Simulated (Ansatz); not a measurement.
Reaction (SMILES): [SiH3]N[SiH2]O[SiH3] → [SiH2]O[SiH2]N[SiH3] + H atom (the H-Si bond at the site shown breaks; other sites are not compared here)
Each molecule is optimised on its own at B3LYP-D3(BJ)/def2-TZVP (Ansatz, a first-principles code), one conformer each, not searched for the lowest.

Wanted: bond dissociation energy (electronic energy difference), in eV. Correlated levels leave the core frozen unless marked. Open shells are spin-unrestricted. No spin-orbit coupling. No relativistic terms. CBS marks a two-point X^-3 extrapolation of the correlation energy; Hartree-Fock from the larger set.

| level | program | bond dissociation energy (eV) |
|---|---|---|
| BLYP-D4/def2-TZVPD | Ansatz + dftd4 | 4.01 |

Task: Predict the CCSD(T)/CBS(cc-pV(T+d)Z,cc-pV(Q+d)Z) result (Ansatz).

Result: 4.25 eV
